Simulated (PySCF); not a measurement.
Heteronuclear NMR

Atoms are numbered as in `[CH3:1][O:2]/[CH:3]=[C:4](\[O:5][CH:6]=[O:7])[C:8](=[O:9])[SiH3:10]` (H(Xn): hydrogen on atom n).

Theoretical values (PySCF 2.14): coordinates at the GFN2-xTB level, shielding tensors at PBE0/pcSseg-1 (GIAO). Rapidly exchanging positions averaged, gas phase, relativity neglected, one computed conformer.

Q: Predict the 29Si NMR data.

A: 
```tsv
atoms	environment	σ (ppm)	δ (ppm)
Si10	silicon bonded to C, 3 H	432.6	-75.6
```

Shieldings were converted by a linear fit to measured shifts: 29Si (scatter 8.9 ppm rms, 25.8 ppm with the 6 outliers that the fit left out vs TMS, solution or neat liquid). A few per cent of atoms miss by over 2 rms, more outside the fitted compound classes.

On a 600 MHz spectrometer 29Si resonates near 119.2 MHz, so 1 ppm is 119.2 Hz.

Q: What are the 17O shifts?

A: 
```json
{"atoms": "O9", "environment": "carbonyl oxygen", "σ (ppm)": "-394.1", "δ (ppm)": "625.7"}
{"atoms": "O7", "environment": "ester carbonyl oxygen", "σ (ppm)": "-125.7", "δ (ppm)": "381.2"}
{"atoms": "O5", "environment": "ester alkoxy oxygen", "σ (ppm)": "102.4", "δ (ppm)": "173.4"}
{"atoms": "O2", "environment": "ether oxygen", "σ (ppm)": "209.2", "δ (ppm)": "76.1"}
```

Shieldings were converted by a linear fit to measured shifts: 17O: δ = 266.70 − 0.911σ (rms 10.7 ppm, 155 shifts, 12.2 ppm with the 3 outliers that the fit left out vs liquid water, solution or neat liquid). A few per cent of atoms miss by over 2 rms, more outside the fitted compound classes.

On a 400 MHz spectrometer 17O resonates near 54.2 MHz, so 1 ppm is 54.2 Hz.
